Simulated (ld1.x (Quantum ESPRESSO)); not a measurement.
**Transferability test, ultrasoft potential for Co (Z = 27)**

ld1.x (Quantum ESPRESSO) 7.5 input, shortened:

```
&input
   title='Co', zed=27., rel=2, dft='PBE', iswitch=3,
   config='[Ar] 3d7 4s2 4p0', rel_dist='average'
 /
 &inputp
   pseudotype=3, tm=.true., lloc=-2, rcloc=1.25,
   nlcc=.false.,
   which_augfun='PSQ', rmatch_augfun_nc=.true.
 /
6
3S  1  0   2.00   0.00  1.05  1.30  0.0
4S  2  0   2.00   0.00  1.05  1.30  0.0
3P  2  1   6.00   0.00  1.25  1.35  0.0
4P  3  1   0.00   0.00  1.25  1.35  0.0
3D  3  2   7.00   0.00  1.30  1.80  0.0
3D  3  2   0.00  -0.25  1.30  1.80  0.0
 &test
   configts(1)='3s2 3p6 3d7 4s2 4p0'
 /
```

Open shells are filled in proportion to 2j + 1 (rel_dist='average').

Energies are relative to the spin-unpolarised reference configuration 3s2 3p6 3d7 4s2 4p0; without spin polarisation the order of configurations can differ from experiment. The frozen-core shift is the all-electron ΔE with the core orbitals held at their reference shape minus the fully relaxed ΔE.

(1) Give the all-electron excitation energy and the error of the potential for: 3s2 3p6 3d7 4s1 4p0; 3s2 3p6 3d7 4s0 4p0; 3s2 3p6 3d6 4s0 4p0; 3s2 3p6 3d8 4s1 4p0; 3s2 3p6 3d7 4s1.5 4p0; 3s2 3p6 3d7 4s1 4p1; 3s2 3p6 3d7 4s0 4p2.

Levels in the configuration 3s2 3p6 3d6 4s0 4p0:

| level | all-electron (eV) | pseudo (eV) |
| --- | --- | --- |
| 3s j=1/2 | -140.720 | -140.750 |
| 3p j=1/2 | -105.013 | -105.059 |
| 3p j=3/2 | -103.120 | -103.166 |
| 3d j=3/2 | -45.296 | -45.293 |
| 3d j=5/2 | -45.075 | -45.072 |

## Answers

(1)

| valence configuration | charge | ΔE all-electron (eV) | error AE − PS (meV) | frozen-core shift (meV) |
| --- | --- | --- | --- | --- |
| 3s2 3p6 3d7 4s1 4p0 | +1 | 9.030 | +0.2 | 0.0 |
| 3s2 3p6 3d7 4s0 4p0 | +2 | 25.816 | +0.7 | +0.1 |
| 3s2 3p6 3d6 4s0 4p0 | +3 | 61.685 | +1.8 | 0.0 |
| 3s2 3p6 3d8 4s1 4p0 | 0 | -1.203 | +5.6 | +0.2 |
| 3s2 3p6 3d7 4s1.5 4p0 | +0.5 | 3.602 | 0.0 | 0.0 |
| 3s2 3p6 3d7 4s1 4p1 | 0 | 4.350 | -0.4 | 0.0 |
| 3s2 3p6 3d7 4s0 4p2 | 0 | 8.977 | -3.6 | 0.0 |
